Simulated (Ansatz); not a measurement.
`O=C([SiH3])CBr` + `C=N[SiH2]N` → `C=N[SiH2]N[SiH3]` + `O=CCBr`  (ligand exchange at the Si–C bond)

Computed with Ansatz on PBE0-D4/def2-TZVP structures; ΔE is electronic, products minus reactants. CCSD(T)/CBS is the MP2 limit (def2-TZVPP, def2-QZVPP) plus CCSD(T) − MP2 in def2-TZVPP, frozen cores. DFT in def2-TZVPP. HSE06 is defined as in plane-wave codes. For Br outer-core shells are correlated without core-valence functions, which leaves a few kJ/mol of doubt a bond. Scalar relativity is left out up to krypton. One conformer a species, not always the lowest.

```csv
level,ΔE (kJ/mol)
revPBE,-60.3
HSE06,-67.2
SCS-MP2/def2-QZVPP,-76.7
MP2/CBS(def2),-72.9
```

Q: What does CCSD(T)/CBS give? (An estimate is asked.)

A: Ansatz gave: -70.2 kJ/mol. The listed levels differ from it by 9.9, 3.0, -6.5, -2.7 kJ/mol.

Q: What do rigid-rotor, harmonic-oscillator terms from PBE0-D4/def2-TZVP frequencies (298.15 K, 1 bar) make of the CCSD(T)/CBS value? (Estimate.)

A: Computed: ΔZPE = +2.1 kJ/mol, ΔH = -68.8 kJ/mol, ΔS = 9 J/(mol·K), ΔG = -71.4 kJ/mol. Modes under 50 cm⁻¹ make the entropy rough.

Largest T1 diagnostic among the species: 0.012.

In def2-TZVPP, CCSD(T) changes the Hartree–Fock value by +17.1 kJ/mol (the triples alone add +3.3 kJ/mol) and MP2 by +14.4 kJ/mol. From PBE to PBE0 (25 % exact exchange), in def2-TZVPP and without D4, ΔE moves by −8.0 kJ/mol. Leaving LDA and LC-ωPBE aside and taking each functional with its dispersion term where it has one, the values, not all of them listed here, spread over 19.6 kJ/mol, from BHLYP-D4 to PBE-D4.

CCSD(T)/CBS has its own doubt, a few kJ/mol and more with outer-core shells, so smaller differences from it don't rank the levels.
